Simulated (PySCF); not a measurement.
## Excitation energy of Si by level of theory

Si [Ne] 3s2 3p2 (3P) → Si [Ne] 3s1 3p2 3d1 (high-spin determinant), as a difference of total energies. All numbers are calculated (PySCF 2.14, scalar relativity by spin-free X2C-1e, in aug-cc-pCVTZ-DK (8s7p5d3f, 75 functions)). Correlated levels: nothing frozen. The calculations carry no spin-orbit coupling.

```
                 method  excitation energy (eV)
                    UHF                  10.275
    MP2 (all electrons)                  11.477
SCS-MP2 (all electrons)                  11.854
   CCSD (all electrons)                  11.499
CCSD(T) (all electrons)                  11.479
```

**Question.** How much does correlation contribute at CCSD(T) (all electrons)?

**Answer.** 11.479 − (10.275) = 1.204 eV, measured against UHF.

The upper state lies above the first ionisation limit, but in LS coupling its spin forbids autoionisation to the ground ion.

The promoted electron is Rydberg-like, and one or two diffuse shells describe it only roughly, which tends to raise the upper state.

The coupled-cluster amplitudes are large for the upper state (T1 above 0.03 or a double amplitude above 0.15), so a single reference is strained.

The determinant of the upper state mixes LS terms, which raises its energy above the lowest term, most at the Hartree-Fock and MP2 levels.
